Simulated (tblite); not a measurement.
Compound: C₄H₉ClSi₂.
Numbering: `[CH3:1][C@@H:2]([Cl:3])[SiH2:4][C:5]#[C:6][SiH3:7]` (hydrogens: H8, H9, H10 on C1; H11 on C2; H12, H13 on Si4; H14, H15, H16 on Si7)

Computed with GFN2-xTB (tblite), gas phase: Langevin dynamics at 400 K from the optimised GFN2-xTB geometry, time step 0.5 fs, friction 0.01 fs⁻¹, 2000 steps.

Start geometry:
```
atom  x, y, z in Å
C1     -2.110    1.010    0.206
C2     -1.812   -0.277    0.949
Cl3    -3.365   -1.088    1.368
Si4    -0.774   -1.544   -0.053
C5      0.842   -0.709   -0.394
C6      1.900   -0.160   -0.608
Si7     3.514    0.691   -0.925
H8     -1.172    1.515   -0.020
H9     -2.731    1.677    0.803
H10    -2.626    0.804   -0.729
H11    -1.347   -0.048    1.909
H12    -0.570   -2.737    0.768
H13    -1.476   -1.829   -1.307
H14     3.226    1.964   -1.592
H15     4.165    0.918    0.367
H16     4.329   -0.178   -1.777
```

The statistics below take the 31 frames saved every 25 fs from 250 to 1000 fs; their kinetic temperature (all 3N coordinates) averages 362 K.

**Question.** How do the bond lengths spread?

**Answer.** 
```json
{"bond": "C1–C2", "start (Å)": "1.515", "mean (Å)": "1.524", "standard deviation (Å)": "0.038", "shortest (Å)": "1.457", "longest (Å)": "1.617"}
{"bond": "C2–Cl3", "start (Å)": "1.802", "mean (Å)": "1.810", "standard deviation (Å)": "0.039", "shortest (Å)": "1.716", "longest (Å)": "1.881"}
{"bond": "C2–Si4", "start (Å)": "1.920", "mean (Å)": "1.939", "standard deviation (Å)": "0.043", "shortest (Å)": "1.849", "longest (Å)": "2.035"}
{"bond": "Si4–C5", "start (Å)": "1.850", "mean (Å)": "1.856", "standard deviation (Å)": "0.031", "shortest (Å)": "1.801", "longest (Å)": "1.932"}
{"bond": "C5≡C6", "start (Å)": "1.212", "mean (Å)": "1.216", "standard deviation (Å)": "0.017", "shortest (Å)": "1.182", "longest (Å)": "1.248"}
{"bond": "C6–Si7", "start (Å)": "1.852", "mean (Å)": "1.862", "standard deviation (Å)": "0.035", "shortest (Å)": "1.768", "longest (Å)": "1.935"}
{"bond": "C1–H8", "start (Å)": "1.089", "mean (Å)": "1.087", "standard deviation (Å)": "0.025", "shortest (Å)": "1.043", "longest (Å)": "1.166"}
{"bond": "C1–H9", "start (Å)": "1.089", "mean (Å)": "1.094", "standard deviation (Å)": "0.034", "shortest (Å)": "1.030", "longest (Å)": "1.165"}
{"bond": "C1–H10", "start (Å)": "1.088", "mean (Å)": "1.091", "standard deviation (Å)": "0.031", "shortest (Å)": "1.031", "longest (Å)": "1.161"}
{"bond": "C2–H11", "start (Å)": "1.092", "mean (Å)": "1.093", "standard deviation (Å)": "0.037", "shortest (Å)": "1.022", "longest (Å)": "1.168"}
{"bond": "Si4–H12", "start (Å)": "1.463", "mean (Å)": "1.470", "standard deviation (Å)": "0.032", "shortest (Å)": "1.419", "longest (Å)": "1.563"}
{"bond": "Si4–H13", "start (Å)": "1.464", "mean (Å)": "1.476", "standard deviation (Å)": "0.040", "shortest (Å)": "1.401", "longest (Å)": "1.549"}
{"bond": "Si7–H14", "start (Å)": "1.465", "mean (Å)": "1.471", "standard deviation (Å)": "0.050", "shortest (Å)": "1.362", "longest (Å)": "1.601"}
{"bond": "Si7–H15", "start (Å)": "1.465", "mean (Å)": "1.470", "standard deviation (Å)": "0.035", "shortest (Å)": "1.393", "longest (Å)": "1.544"}
{"bond": "Si7–H16", "start (Å)": "1.464", "mean (Å)": "1.474", "standard deviation (Å)": "0.049", "shortest (Å)": "1.366", "longest (Å)": "1.566"}
```

**Question.** Give the same statistics for bond angles, one of each kind among heavy atoms.

**Answer.** 
```tsv
angle	start (°)	mean (°)	standard deviation (°)	smallest (°)	largest (°)
C1–C2–Cl3	109.1	109.2	4.2	100.7	119.1
C1–C2–Si4	114.3	114.7	7.3	98.7	129.7
Cl3–C2–Si4	106.9	106.3	4.1	97.2	112.5
C2–Si4–C5	105.7	106.2	5.2	92.6	119.0
Si4–C5–C6	179.6	164.8	7.4	148.7	176.2
C5–C6–Si7	179.5	166.1	7.2	147.8	178.5
```

**Question.** Follow the torsion C1–C2–Si4–C5 through every second one of these frames.

**Answer.** 
```tsv
t (fs)	C1–C2–Si4–C5 (°)
250	55
300	72
350	61
400	60
450	41
500	59
550	61
600	79
650	65
700	83
750	92
800	87
850	81
900	71
950	64
1000	60
```

Largest departure from the start value over all these frames: C1–C2–Si4–C5 31° (start 62°).

**Question.** How widely does the potential energy scatter, against a harmonic estimate?

**Answer.** Mean 0.68 eV above the start, standard deviation 0.146 eV, range 0.42 to 0.95 eV. For 42 classical harmonic modes at 400 K the canonical values are 42kT/2 = 0.72 eV and kT·√(42/2) = 0.158 eV.

The run is classical and short, so these are rough statistics of one trajectory.

What follows is the cost of the whole dynamics run. The run took 55 s on an Intel Xeon at 2.50 GHz with one thread, no GPU, shared host with 64 logical CPUs at a one-minute load of 56, and the process peaked at 0.18 GiB of memory.
